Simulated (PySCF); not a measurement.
C₂H₆BO₂, SMILES CO[B]OC (connectivity only; charge and spin as stated), charge +1, multiplicity 1.

The structure is a stationary point at PBE0-D3(BJ)/def2-SVP. The spin state was assumed, not searched. The isomer is the one that the SMILES or the coordinates give; other isomers of the formula were not compared. Other conformers were not sampled.

Computed with B3LYP/def2-TZVP (PySCF).

Gas-phase values at a fixed geometry.

```
Quantity                                                           Value
------------------------------------------------  ----------------------
total energy                                          -255.01615 hartree
point group                                                           C2
highest occupied level                                         -14.66 eV
lowest empty level                                              -5.42 eV
orbital gap                                                      9.23 eV
dipole moment about the centre of nuclear charge                  0.65 D
mean static polarisability                          41.4 bohr³ (6.14 Å³)
polarisability, principal values                  31.9, 31.9, 60.5 bohr³
```
